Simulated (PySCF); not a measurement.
H2O5Os, SMILES [Os](=[O])([OH])(=[O])(=[O])[OH], multiplicity 1.

Geometry optimised at B3LYP-D3(BJ)/def2-SVP. The multiplicity is an assumed one; other spin states were not compared. The def2 effective core potentials stand for the cores of Os; spin–orbit coupling is left out. Other conformers were not sampled.

Two levels are set side by side: PBE/def2-TZVP (PySCF) and M06-2X/def2-TZVP (PySCF). Same geometry, gas phase. Differences are taken from unrounded values.

```csv
quantity,PBE
orbital gap (eV),2.58
highest occupied level (eV),-8.16
lowest empty level (eV),-5.58
mean polarisability (bohr³),61.0
```

Question: These are the PBE values. What does M06-2X give? (Estimate from the structure and the level; the computed values follow.)

Answer: 
| quantity | M06-2X | PBE minus M06-2X |
|---|---|---|
| orbital gap (eV) | 6.65 | -4.07 |
| highest occupied level (eV) | -11.00 | 2.84 |
| lowest empty level (eV) | -4.35 | -1.23 |
| mean polarisability (bohr³) | 60.2 | 0.7 |

Without exact exchange PBE keeps part of each electron's self-repulsion, which lifts occupied levels and narrows the gap. Differences between two approximate levels are no errors against the true value.

Rough cost on one machine, each run with all the roots and properties that it gave: M06-2X against PBE about 4 times.
